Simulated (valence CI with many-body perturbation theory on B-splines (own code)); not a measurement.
Bi51+: one-electron terms

Calculated by valence CI with perturbative core correlation (CI+MBPT): four valence electrons over a frozen Dirac-Fock core [Ar] 3d10, a basis of 11 s, 11 p, 9 d, 7 f, 5 g, 2 h, 1 i functions for each j, with the one-electron correlation potential Σ1, the two-electron term Σ2, the three-electron term Σ3, Breit, model QED; selected CI, second order for the rest (own B-spline code, finite nucleus).

The last digits are not significant, and no measured levels were compared; by estimate large intervals hold to a few tenths of a per cent, small ones and those within an open d or f shell to about a per cent.

These are the spectroscopic orbitals of the CI (the correlating ones are not listed), shaped by the core and the other valence electrons. h is the expectation value of the core's Dirac-Fock operator, without the valence repulsion; Σ1 is computed up to l = 3 at one energy for each symmetry, that of its lowest orbital but kept below the first core excitation, so for empty shells it is not the orbital's own correlation shift; Breit and QED include the response of the core.

```
Orbital  h (hartree)  Σ1 (cm⁻¹)  Breit (cm⁻¹)  QED (cm⁻¹)  ⟨r⟩ (bohr)
  4s1/2      -125.18     -15574         23521       17916      0.3360
  5s1/2      -75.296      -5731         10602        8293      0.5606
  6s1/2      -50.279      -2799          5549        4445      0.8447
  7s1/2      -35.949      -1602          3308        2668       1.185
  4p1/2      -120.72     -16800         36826        1453      0.3313
  5p1/2      -73.106      -6221         16745         685      0.5614
  6p1/2       -49.06      -3087          8907         375      0.8494
  7p1/2      -35.203      -1781          5358         228       1.195
  4p3/2      -113.82     -13868         20533        2728      0.3530
  5p3/2      -69.838      -5479          9494        1289      0.5890
  6p3/2      -47.255      -2795          5700         710      0.8829
  7p3/2      -34.102      -1638          3457         433       1.234
  4d3/2      -107.12     -16294         16691        -753      0.3388
  5d3/2      -66.615      -6255          7825        -328      0.5827
  6d3/2      -45.463      -3183          4300        -175      0.8835
  4d5/2      -105.65     -15141         10623        10.2      0.3446
  5d5/2      -65.898      -5816          4785        32.1      0.5899
  6d5/2      -45.058      -2962          2641        25.4      0.8921
  4f5/2      -98.589     -15564          7189        -560      0.3106
  5f5/2      -62.735      -5071          3064        -264      0.5649
  4f7/2      -98.169     -14706          3206        -254      0.3130
  5f7/2        -62.5      -4809          1406        -110      0.5678
  5g7/2      -60.805                      354       -66.9      0.5145
  5g9/2      -60.706                     19.4         2.6      0.5159
```

Among the shells of the start configuration 4s2 4p2, Σ1 is largest in size for 4p1/2, where it is 0.063 % of h.

Lowest root of each symmetry, sizes in configuration state functions:

```
J  Parity  Roots  Reference  Variational  Second order  Change by selected CI (cm⁻¹)  Change by second order (cm⁻¹)
0    even      7         34        15560         52830                         -7273                             -1
1    even     10         70        36717        146989                         -5772                             -4
2    even     16        106        39998        273649                         -6548                            -21
3    even     11         96        39998        355317                        -11809                            -38
4    even      6         82        39999        298397                        -12823                            -32
5    even      2         47        23976        255651                         -8261                            -25
0     odd      3         16        10396         53012                         -8631                             -4
1     odd      8         44        29758        148761                         -9719                             -5
2     odd     10         57        39997        264707                         -7464                             -7
3     odd      7         53        39999        355650                        -10051                            -21
4     odd      3         37        30863        316969                         -8840                            -17
```
